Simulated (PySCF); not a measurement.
H6NSi2 (SMILES [SiH3][N][SiH3]), doublet, at a GFN2-xTB geometry; REVPBE/STO-3G run with PySCF.

PySCF was given this input:
```python
from pyscf import gto, scf, dft

mol = gto.Mole()
mol.atom = '''
    Si    1.66704058   -0.21564473    0.06340929
    N     0.00000000    0.00000000    0.00000000
    Si   -1.66704058    0.21564473   -0.06340929
    H     2.07133989   -1.10699091   -1.03241083
    H     2.31973004    1.09264605   -0.08201896
    H     2.01821156   -0.81474582    1.35821990
    H    -2.29077909   -0.60334976    0.98491125
    H    -2.14890177   -0.20387251   -1.38650896
    H    -1.96960063    1.63631295    0.15780760
'''
mol.basis = 'sto-3g'
mol.spin = 1
mol.verbose = 4
mol.build()

mf = dft.UKS(mol)
mf.xc = 'revpbe'
mf.kernel()
mf.analyze()
```

Output, abridged:

```
PySCF version 2.14.0

[INPUT] verbose = 4
[INPUT] num. atoms = 9
[INPUT] num. electrons = 41
[INPUT] charge = 0
[INPUT] spin (= nelec alpha-beta = 2S) = 1
[INPUT] symmetry False subgroup None
[INPUT] Mole.unit = angstrom
[INPUT] Symbol           X                Y                Z      unit          X                Y                Z       unit  Magmom
[...]
nuclear repulsion = 144.623811545373
number of shells = 19
number of NR pGTOs = 87
number of NR cGTOs = 29
basis = sto-3g
ecp = {}

******** <class 'pyscf.dft.uks.UKS'> ********
method = UKS
initial guess = minao
damping factor = 0
level_shift factor = 0
DIIS = <class 'pyscf.scf.diis.CDIIS'>
diis_start_cycle = 1
diis_space = 8
diis_damp = 0
SCF conv_tol = 1e-09
SCF conv_tol_grad = None
SCF max_cycles = 50
direct_scf = True
direct_scf_tol = 1e-13
number electrons alpha = 21  beta = 20
XC library pyscf.dft.libxc version 7.1.2
    S. Lehtola, C. Steigemann, M. J. T. Oliveira, and M. A. L. Marques,  SoftwareX 7, 1–5 (2018)
XC functionals = revpbe
    Y. Zhang and W. Yang,  Phys. Rev. Lett. 80, 890 (1998)
    J. P. Perdew, K. Burke, and M. Ernzerhof,  Phys. Rev. Lett. 77, 3865 (1996)
    J. P. Perdew, K. Burke, and M. Ernzerhof,  Phys. Rev. Lett. 78, 1396 (1997)
radial grids:
    Treutler-Ahlrichs [JCP 102, 346 (1995); DOI:10.1063/1.469408] (M4) radial grids

becke partition: Becke, JCP 88, 2547 (1988); DOI:10.1063/1.454033
pruning grids: <function nwchem_prune>
grids dens level: 3
symmetrized grids: False
atomic radii adjust function: <function treutler_atomic_radii_adjust>
small_rho_cutoff = 0
Set gradient conv threshold to 3.16228e-05
tot grids = 111112
init E= -629.427070148073

cycle= 1 E= -629.534693293778  delta_E= -0.108  |g|= 0.444  |ddm|= 2.42
cycle= 2 E= -629.109806678492  delta_E= 0.425  |g|= 0.982  |ddm|= 2.39
cycle= 3 E= -629.681717663372  delta_E= -0.572  |g|= 0.0979  |ddm|=  1.4
cycle= 4 E= -629.688149228914  delta_E= -0.00643  |g|= 0.0335  |ddm|= 0.187
cycle= 5 E= -629.68909471837  delta_E= -0.000945  |g|= 0.0037  |ddm|= 0.0696
cycle= 6 E= -629.689107706321  delta_E= -1.3e-05  |g|= 0.000346  |ddm|= 0.00767
cycle= 7 E= -629.689107858507  delta_E= -1.52e-07  |g|= 0.000166  |ddm|= 0.00134
cycle= 8 E= -629.689107891559  delta_E= -3.31e-08  |g|= 1.42e-05  |ddm|= 0.000456
cycle= 9 E= -629.689107891861  delta_E= -3.02e-10  |g|= 2.74e-06  |ddm|= 5.65e-05
Extra cycle  E= -629.689107891872  delta_E= -1.14e-11  |g|= 1.7e-06  |ddm|= 1.91e-05
[...]
converged SCF energy = -629.689107891872  <S^2> = 0.7527936  2S+1 = 2.0027916
Total Energy =                        -629.689107891872254
[...]
**** MO energy ****
                             alpha | beta                alpha | beta
[...]
To work with the spin densities directly, `use mulliken_meta_spin()` only printing them here.

 ** Mulliken spin pop alpha/beta on meta-lowdin orthogonal AOs **
 ** Mulliken Spin Density (per AO)  **
spin_pop of  0 Si 1s       -0.00000
spin_pop of  0 Si 2s        0.00000
spin_pop of  0 Si 3s       -0.00839
spin_pop of  0 Si 2px      -0.00000
spin_pop of  0 Si 2py      -0.00000
spin_pop of  0 Si 2pz      -0.00001
spin_pop of  0 Si 3px      -0.02160
spin_pop of  0 Si 3py      -0.00660
spin_pop of  0 Si 3pz      -0.01356
spin_pop of  1 N 1s       -0.00001
spin_pop of  1 N 2s        0.03115
spin_pop of  1 N 2px       0.02361
spin_pop of  1 N 2py       0.01141
spin_pop of  1 N 2pz       0.87404
spin_pop of  2 Si 1s       -0.00000
spin_pop of  2 Si 2s        0.00000
spin_pop of  2 Si 3s       -0.00839
spin_pop of  2 Si 2px      -0.00000
spin_pop of  2 Si 2py      -0.00000
spin_pop of  2 Si 2pz      -0.00001
spin_pop of  2 Si 3px      -0.02226
spin_pop of  2 Si 3py      -0.00593
spin_pop of  2 Si 3pz      -0.01357
spin_pop of  3 H 1s        0.03363
spin_pop of  4 H 1s       -0.00137
spin_pop of  5 H 1s        0.04779
spin_pop of  6 H 1s        0.03333
spin_pop of  7 H 1s        0.04801
spin_pop of  8 H 1s       -0.00128
 ** Mulliken Spin Density (per atom)  **
spin density of  0 Si =     -0.05016
spin density of  1 N =      0.94021
spin density of  2 Si =     -0.05016
spin density of  3 H =      0.03363
spin density of  4 H =     -0.00137
spin density of  5 H =      0.04779
spin density of  6 H =      0.03333
spin density of  7 H =      0.04801
spin density of  8 H =     -0.00128
 ** Mulliken pop alpha/beta on meta-lowdin orthogonal AOs **
 ** Mulliken pop       alpha | beta **
[...]
In total            21.00000 | 20.00000
 ** Mulliken atomic charges   ( Nelec_alpha | Nelec_beta ) **
charge of  0Si =      0.57310  (     6.68837      6.73853 )
charge of  1N =     -0.41313  (     4.17667      3.23646 )
charge of  2Si =      0.57310  (     6.68837      6.73853 )
charge of  3H =     -0.11884  (     0.57624      0.54260 )
charge of  4H =     -0.13641  (     0.56752      0.56889 )
charge of  5H =     -0.11128  (     0.57954      0.53175 )
charge of  6H =     -0.11900  (     0.57616      0.54283 )
charge of  7H =     -0.11117  (     0.57959      0.53158 )
charge of  8H =     -0.13637  (     0.56754      0.56882 )
Dipole moment(X, Y, Z, Debye): -0.03676, -0.28690, -0.00953
```
